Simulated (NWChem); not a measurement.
System meant: BH2SeOCl; SMILES OB(Cl)[SeH]

NWChem input:

```
start job
memory heap 200 mb stack 900 mb global 1100 mb
geometry units angstroms noautoz
  B      0.475998     0.564188     0.000000
  Cl    -0.653954     1.932323     0.000000
  O      1.805742     0.764525     0.000000
  H      2.049501     1.697921     0.000000
  Se    -0.264203    -1.230951     0.000000
  H      1.057224    -1.877376     0.000000
end
basis spherical
  * library def2-svp
end
dft
  xc xpbe96 cpbe96
  iterations 4
  mulliken
end
task dft energy
```

End of the output:

```
    Atom       Charge   Shell Charges
 -----------   ------   -------------------------------------------------------
    1 B    5     5.53   1.96  0.56  0.26  1.48  0.91  0.37
    2 Cl  17    16.83   2.00  1.95  1.02  0.74  5.82  2.26  3.02  0.03
    3 O    8     7.95   1.97  0.85  0.55  2.71  1.85  0.02
    4 H    1     0.89   0.55  0.17  0.18
    5 Se  34    33.81   2.00  2.00  1.95  1.05  0.58  5.99  5.80  2.06  2.29  7.82  2.04  0.22
    6 H    1     0.99   0.60  0.33  0.06

 center of mass
 --------------
 x =  -0.07495059 y =  -0.14569352 z =   0.00000000

 moments of inertia (a.u.)
 ------------------
         960.128947607736           0.000000000000           0.000000000000
           0.000000000000         285.259829038644           0.000000000000
           0.000000000000           0.000000000000        1245.388776646380

     Multipole analysis of the density
     ---------------------------------

     L   x y z        total         alpha         beta         nuclear
     -   - - -        -----         -----         ----         -------
     0   0 0 0     -0.000000    -33.000000    -33.000000     66.000000

     1   1 0 0      0.536937      0.268468      0.268468      0.000000
     1   0 1 0      0.310696      0.155348      0.155348     -0.000000
     1   0 0 1      0.000000      0.000000      0.000000      0.000000

     2   2 0 0    -30.160223    -90.144202    -90.144202    150.128180
     2   1 1 0      1.799920      0.813303      0.813303      0.173314
     2   1 0 1     -0.000000     -0.000000     -0.000000      0.000000
     2   0 2 0    -27.954592   -242.181929   -242.181929    456.409266
     2   0 1 1      0.000000      0.000000      0.000000      0.000000
     2   0 0 2    -32.372124    -16.186062    -16.186062      0.000000

 ------------------------------------------------------------------------
 dft energy failed                                                                                  0
 ------------------------------------------------------------------------
 ------------------------------------------------------------------------
  current input line :
    19: task dft energy
 ------------------------------------------------------------------------
 ------------------------------------------------------------------------
 This type of error is most commonly associated with calculations not reaching convergence criteria
 ------------------------------------------------------------------------
 For more information see the NWChem manual at https://nwchemgit.github.io

0:dft energy failed:Received an Error in Communication
```

### Question
Find the fault in this run and fix the input.

### Answer
Convergence was not reached. Cause: the SCF was allowed too few iterations. This input runs:
```
start job
memory heap 200 mb stack 900 mb global 1100 mb
geometry units angstroms noautoz
  B      0.475998     0.564188     0.000000
  Cl    -0.653954     1.932323     0.000000
  O      1.805742     0.764525     0.000000
  H      2.049501     1.697921     0.000000
  Se    -0.264203    -1.230951     0.000000
  H      1.057224    -1.877376     0.000000
end
basis spherical
  * library def2-svp
end
dft
  xc xpbe96 cpbe96
  iterations 150
  mulliken
end
task dft energy
```
It converges to -2961.97131 Ha (PBE/def2-SVP).
